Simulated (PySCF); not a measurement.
Compound: C6H9O2 (doublet state).
Z-matrix (Å and degrees, GFN2-xTB geometry), rows numbered from 1:
```
C 
O   1  1.3614
C   2  1.4012  1  117.35
C   3  1.5466  2  112.28  1    84.80
C   4  1.4711  3  110.53  2   -64.76
C   5  1.3116  4  150.26  3   -67.11
C   5  1.4889  4  144.70  3    97.63
O   7  1.3931  5  121.41  6   107.65
H   1  1.0818  2  117.54  3    29.09
H   1  1.0767  2  111.79  3   171.49
H   3  1.0981  2  110.66  1   -37.68
H   3  1.0936  2  105.93  1  -156.26
H   4  1.0917  3  108.67  2    56.15
H   4  1.0924  3  107.96  2   174.61
H   6  1.0632  5  149.42  7  -175.43
H   7  1.0853  5  121.65  6  -106.83
H   8  0.9951  7  108.18  5    -8.52
```

The hyperfine couplings belong to this conformer and change with its torsions.

The species is `[CH2]OCCC1=C[C@H]1O` [radical].

Computed, not measured: UKS B3LYP, pcH-1 on C H O, non-relativistic, mean-field spin-orbit, GIAO in PySCF. Isolated species at its GFN2-xTB geometry (one conformer only). Couplings are sensitive to structure, and on GFN2-xTB geometries they can be far from those on DFT ones. Stability of the SCF solution: not tested.

Question: What is the g tensor, term by term?

Answer: 
| Δg (ppm) | 1 | 2 | 3 |
| --- | --- | --- | --- |
| relativistic mass correction | -216 | -216 | -216 |
| gauge correction | 0 | 62 | 72 |
| orbital Zeeman/spin–orbit | 31 | 2040 | 2296 |
| total | -185 | 1886 | 2152 |

So g = 2.00213, 2.00421, 2.00447 and g_iso = 2.00360; the tensor is close to axial: the two nearest values differ by 11 % of g3 − g1. Axes: g3 points within 9° of the O2–C3 bond.

Question: At 9.784 GHz, how far is the centre of the isotropic spectrum from where a free electron (g = 2.002319) resonates?

Answer: B = hν/(g μB) with μB/h = 13.99624 MHz/mT gives 349.12 mT for the free electron and 348.89 mT at g_iso, 0.22 mT lower.

Question: What effective moment and Curie constant follow for a powder?

Answer: With the mean of g² = 4.0144 and S(S+1) = 0.75: μ_eff = √(⟨g²⟩S(S+1)) = 1.735 μB and χT = 0.12505·⟨g²⟩·S(S+1) = 0.377 cm³ K/mol (cgs; spin-Hamiltonian part alone).

Question: Average each term over the three axes. Which is largest in size?

Answer: The orbital-Zeeman/spin–orbit term 1456, the mass correction -216 and the gauge correction 45 ppm, for a total of 1284 ppm. The orbital-Zeeman/spin–orbit term is the largest in size. The mass correction is the same along every axis, so the anisotropy comes from the other two: their spans along these axes are 72 (gauge) and 2265 ppm (orbital Zeeman/spin–orbit).

Question: In a frozen sample, at which fields do the three g values resonate at 9.5, 34, 94 and 263 GHz (hyperfine left aside), and which band first spreads them over more than twice a line width of 1.0 mT?

Answer: 
```tsv
band	GHz	B(g3) mT	B(g2) mT	B(g1) mT	spread mT
X	9.5	338.62	338.66	339.01	0.40
Q	34.0	1211.90	1212.06	1213.32	1.41
W	94.0	3350.55	3351.00	3354.46	3.91
J	263.0	9374.42	9375.66	9385.36	10.94
```

The spread grows in proportion to the frequency. W band is the first where it exceeds 2.0 mT.

The largest Mulliken spin populations are on C1 (+0.78), O2 (+0.16) and O8 (+0.07). The angles at C1 add up to 348.1°, so it is slightly pyramidal.

The HOMO–LUMO gaps are 5.20 eV among the α and 4.31 eV among the β orbitals.

On one thread, Arm Neoverse V2 (aarch64), on a shared host, this took 85 s wall (grids of density and orbitals included) and 0.97 GiB of memory at its peak.
